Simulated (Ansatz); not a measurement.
C3H7N, SMILES `C/C=N\C` (charge 0, multiplicity 1).

Level of theory: Ansatz (a quantum-chemistry and plane-wave program) with B3LYP/cc-pVTZ // PBE0-D3(BJ)/def2-TZVP.

Ansatz 0.2 input:
```yaml
crystal:
  periodic: [false, false, false]
  atoms:
    - { symbol: C, position_ang: [-1.37175, -0.420242, -0.100194] }
    - { symbol: C, position_ang: [-0.577993, 0.829505, -0.325264] }
    - { symbol: N, position_ang: [0.669539, 1.02194, -0.321779] }
    - { symbol: C, position_ang: [1.60497, -0.042191, -0.07545] }
    - { symbol: H, position_ang: [-2.003411, -0.611714, -0.972753] }
    - { symbol: H, position_ang: [-2.04835, -0.273025, 0.747021] }
    - { symbol: H, position_ang: [-0.76736, -1.304595, 0.090076] }
    - { symbol: H, position_ang: [-1.18834, 1.716572, -0.523139] }
    - { symbol: H, position_ang: [1.176872, -1.035527, 0.101305] }
    - { symbol: H, position_ang: [2.216945, 0.228296, 0.789885] }
    - { symbol: H, position_ang: [2.287392, -0.107373, -0.927672] }
basis:
  gaussian: { orbitals: cc-pVTZ }
hamiltonian:
  xc: b3lyp
```

Output:

```
Functional definition: B3LYP
1087 factors; their error is unknown
mean field evaluation 1: about -4707.3732 eV, gradient 6.4e1 eV
mean field evaluation 2: about -4701.6148 eV, gradient 7.9e1 eV
mean field evaluation 4: about -4716.4086 eV, gradient 6.1e0 eV
mean field evaluation 8: about -4716.4881 eV, gradient 7.3e-2 eV
mean field evaluation 16: about -4716.4732 eV, gradient 1.0e-5 eV
mean field -4716.47324944 eV, -173.3271949765 hartree, gradient 9.9e-6 eV, S^2 0.000000; 0 other end points of the search recorded, 0 dependent functions left out
reference -4716.47349750 eV, -173.3272040927 hartree; 16, 16 occupied and 202, 202 virtual orbitals, 1087 factors
Total energy: -4716.47349750 eV, -173.3272040927 hartree
```
